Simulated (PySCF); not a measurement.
H7NO2Si2, SMILES N[Si](O)(O)[SiH3].

Geometry: TPSSh-D3(BJ)/def2-SVP. The structure was generated by enumeration, and PubChem lists no compound with its InChIKey, so it may never have been made. One conformer was computed; it need not be the lowest.

Method: r2SCAN/def2-TZVP run with PySCF.

Gas-phase values at a fixed geometry.

The total energy comes out as -788.48473 hartree and the point group is Cs. The highest occupied level is -6.45 eV. The lowest empty level comes out as -0.06 eV and the orbital gap comes out as 6.38 eV. The dipole moment is 3.24 D, the quadrupole, principal values (traceless, Buckingham form, about the centre of nuclear charge) comes out as -3.06, -0.07, 3.13 D·Å and the mean static polarisability comes out as 69.7 bohr³ (10.32 Å³). The polarisability, principal values is 63.6, 64.1, 81.3 bohr³.
